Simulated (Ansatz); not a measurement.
Basis-set extrapolation for CH$_{4}$AlNOS (`N=[C](O)[AlH][SH]`) (PBE0-D4/def2-TZVP geometry, frozen core, the Gaussian-basis code of Ansatz). Multiplicity 1, RHF reference.

|  | def2-TZVPP | def2-QZVPP |
| --- | --- | --- |
| HF | -809.081800 | -809.107579 |
| MP2 correlation | -0.847946 | -0.913809 |
| CCSD(T) correlation | -0.923217 | not run |

Energies in hartree. Use E(X) = E(∞) + A·exp(−7.88·√X) for Hartree–Fock and E(X) = E(∞) + B·X^(−2.97) for correlation, with X = 3 and 4, and add CCSD(T) minus MP2 of the smaller set to the MP2 limit.

Question: What is the CCSD(T) energy at the basis-set limit?

Answer: HF limit: -809.107579 + (-0.025779) × 0.13774 = -809.11113. MP2 limit: -0.913809 + (-0.065863) × 0.74074 = -0.96260. Higher-order term: -0.923217 − (-0.847946) = -0.07527. Total: -810.14900 hartree, 90.4 kcal/mol below CCSD(T)/def2-TZVPP.
